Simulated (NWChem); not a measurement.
# Correlation energy of CNO

```
C
O 1 1.1749
N 1 1.2255 2 180.00
```
Charge 0, spin multiplicity 2.

The numbers come from NWChem runs, not from measurements. Structure: optimised with UPBE0/def2-SVP, a minimum by its harmonic frequencies.

Basis set: 6-311G**. Each correlation energy counts from its own Hartree-Fock reference.

The correlated methods keep 3 core orbitals frozen. The Pople sets run with spherical d functions. The structure started from a generated list of species. The unpaired electrons of the parent sit in orbitals of symmetry b2 (C2v labels of the run); other states weren't searched. The stability of the SCF solutions was not checked. Open-shell Hartree-Fock references start from PBE0 orbitals. No row is a measurement; the coupled-cluster row has its own basis-set and correlation limits.

### Question
Order these methods by the correlation energy they give, lowest first: UMP2, CCSD on UHF, SCS-UMP2, CCSD[T] on UHF, CCSD(T) on UHF.

### Answer
CCSD[T] on UHF (-483.7 mHa), CCSD(T) on UHF (-481.4 mHa), CCSD on UHF (-460.8 mHa), UMP2 (-444.8 mHa), SCS-UMP2 (-427.5 mHa)
